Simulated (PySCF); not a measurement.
# Dipole moment and polarisability of `CS(=O)(=O)c1cncnc1`

Species: C5H6N2O2S.
Geometry (PBE0-D3(BJ)/def2-SVP, Å), atoms numbered from 1 in this order:
```
atom  x, y, z in Å
C1    -2.2925   -0.2309   -0.7523
S2    -1.3242   -0.2310    0.7454
O3    -1.6904    0.9555    1.5106
O4    -1.3975   -1.5715    1.3155
C5     0.3491    0.0056    0.1835
C6     0.8944    1.2817    0.0609
N7     2.1520    1.4548   -0.3296
C8     2.8548    0.3518   -0.5783
N9     2.4389   -0.9073   -0.4604
C10    1.1811   -1.0825   -0.0710
H11   -2.1906    0.7391   -1.2544
H12   -1.9702   -1.0606   -1.3937
H13   -3.3283   -0.3843   -0.4178
H14    0.2969    2.1689    0.3003
H15    3.8902    0.4961   -0.9086
H16    0.8142   -2.1067    0.0618
```

Level: CAM-B3LYP/def2-SVPD (PySCF), static field, nuclei fixed, core orbitals frozen in the response. The polarisability tensor in these axes (au):

```
x   117.20   3.47 -11.04
y     3.47  93.46  -0.19
z   -11.04  -0.19  72.30
```

Problem. What are the eigenvalues, a third of the trace, and Δα (Δα² = ½Σ(αi − αj)² over the three pairs)?

Solution. Principal values 69.72, 93.04 and 120.20 au; mean 94.32 au = 13.98 Å³ = 15.55 × 10⁻⁴⁰ C²·m²/J; Δα = 43.76 au (46 % of the mean).

Problem. What is the dipole moment, and where does it point?

Solution. (-0.44, 0.25, -3.91) D, 3.94 D in size, pointing from the negative to the positive side. Measured along this direction, the outermost atoms are O3 and O4 at the negative end and H12 and H11 at the positive end.

Problem. What would n − 1 = 2πNα be for an ideal gas of these molecules at 400 K and 1 atm, electronic part alone?

Solution. N = p/kT = 1.8347 × 10¹⁹ cm⁻³, so n − 1 = 2π × N × 13.98 × 10⁻²⁴ cm³ = 1611 × 10⁻⁶ at long wavelengths.

Problem. Directions of the eigenvectors, and the extent of the frame along each?

Solution. Largest value along (0.97, 0.13, -0.22), where the nuclei span 7.20 Å; middle along (-0.12, 0.99, 0.05), 4.31 Å; least along (0.23, -0.03, 0.97), 2.84 Å. The response follows the extents in order.

Problem. In TDDFT the mean static polarisability is Σ f/ω² over all singlet excitations (ω in hartree). How much of it do the 6 lowest give? Their energies (eV) and oscillator strengths: 4.51, 0.0047; 4.53, 0.0002; 5.56, 0.0067; 5.66, 0.0010; 5.88, 0.0121; 6.46, 0.1807.

Solution. They add up to 3.83 au, 4.1 % of the 94.32 au; the largest single term is 3.21 au, from the state at 6.46 eV. Terms in order: 0.17, 0.01, 0.16, 0.02, 0.26, 3.21 au. Higher excitations give the rest. The strengths listed sum to 0.206.

Problem. In a dilute gas of rigid molecules at 250 K, how does the orientational term μ²/3kT compare with the electronic polarisability?

Solution. In Gaussian units μ²/3kT = 150.06 Å³ against 13.98 Å³, a ratio of 10.74; the Debye molar polarisation (4π/3)N_A(α + μ²/3kT) is 413.8 cm³/mol, leaving out the vibrational part.

Problem. What depolarisation ratio follows for Rayleigh scattering of linearly polarised light, taking the static tensor?

Solution. ρ = 3Δα²/(45ᾱ² + 4Δα²) = 5745.7/(400332 + 7661.0) = 0.0141.

The structure is a single PBE0-D3(BJ)/def2-SVP conformer in the gas phase; no vibrational or solvent corrections.
